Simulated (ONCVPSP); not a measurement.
What one change does to a pseudopotential (W, ONCV)

ONCVPSP 4.0.1 input, shortened (lines: element, Z, core and valence counts, functional; n l f; lmax; l rc ep ncon nbas qcut; lloc lpopt rc5 dvloc0; l nproj debl; icmod fcfact rcfact), PBE, fully relativistic:

```
  W 74.00    9    6        4      upf
    1    0    2.00
    2    0    2.00
    2    1    6.00
    3    0    2.00
    3    1    6.00
    3    2   10.00
    4    0    2.00
    4    1    6.00
    4    2   10.00
    4    3   14.00
    5    0    2.00
    5    1    6.00
    5    2    4.00
    6    0    1.75
    6    1    0.25
    3
    0    1.90    0.00    3    8    8.30
    1    2.00    0.00    3    7    7.80
    2    2.50    0.00    4    8    5.70
    3    1.15    0.00    5    9   16.70
    4    5    1.15    0.00
    0    2    3.70
    1    2    3.80
    2    2    2.20
    3    2    0.60
    0    0.00    0.00
```

Open shells are filled in proportion to 2j + 1.

In the f channel the program set the typed energies aside and used -1.196, 0.250 Ha (j = l + 1/2; the other j can differ).

Change: d: qcut 8.1.

Cutoffs: the cutoffs (Ha) at which the residual kinetic energy of the hardest occupied pseudo-wave falls to 1 and 0.1 mHa per electron; they do not see the model core or the augmentation charge, which bear on the density cutoff. Errors are all-electron minus pseudo energies relative to the spin-unpolarised reference configuration.

Q: Predict the effect on cutoff, ghosts and configuration errors.

A: The potential gets neither clearly harder nor softer (120 Ha and 130 Ha → 120 Ha and 130 Ha); the f channel sets the loose cutoff, while the largest relative change is in d, which becomes harder; the errors of the 3 common tests hardly move; neither file shows a bound ghost.

| quantity | base | changed |
| --- | --- | --- |
| cutoff, loose | 120 Ha | 120 Ha |
| cutoff, tight | 130 Ha | 130 Ha |
| loose cutoff by channel | s 20 Ha, p 13 Ha, d 12 Ha, f 120 Ha | s 20 Ha, p 13 Ha, d 14 Ha, f 120 Ha |
| bound ghosts | none | none |
| GHOST(+) flags under 300 eV | s at 96.9 eV | s at 96.9 eV |
| tests with a reliable result | 3 of 4 | 3 of 4 |
| error for 4f14 5s2 5p6 5d4 6s2 6p0, meV [ΔE -1.09 eV] | 0.0 | 0.0 |
| error for 4f14 5s2 5p6 5d4 6s1 6p0, meV [ΔE 7.80 eV] | -0.2 | -0.5 |
| error for 4f14 5s2 5p6 5d5 6s1 6p0, meV [ΔE 0.45 eV] | +2.1 | -2.1 |
| s: phases at 1.93 bohr within 0.05 rad from the reference energy up to (Ha; the scan ends near 5) | 3.3 | 3.3 |
| p3/2: phases at 2.02 bohr within 0.05 rad from the reference energy up to (Ha; the scan ends near 5) | to the end of the scan | to the end of the scan |
| p1/2: phases at 2.02 bohr within 0.05 rad from the reference energy up to (Ha; the scan ends near 5) | to the end of the scan | to the end of the scan |
| d5/2: phases at 2.54 bohr within 0.05 rad from the reference energy up to (Ha; the scan ends near 5) | to the end of the scan | to the end of the scan |
| d3/2: phases at 2.54 bohr within 0.05 rad from the reference energy up to (Ha; the scan ends near 5) | to the end of the scan | to the end of the scan |
| f7/2: phases at 1.17 bohr within 0.05 rad from the reference energy up to (Ha; the scan ends near 5) | to the end of the scan | to the end of the scan |
| f5/2: phases at 1.17 bohr within 0.05 rad from the reference energy up to (Ha; the scan ends near 5) | to the end of the scan | to the end of the scan |
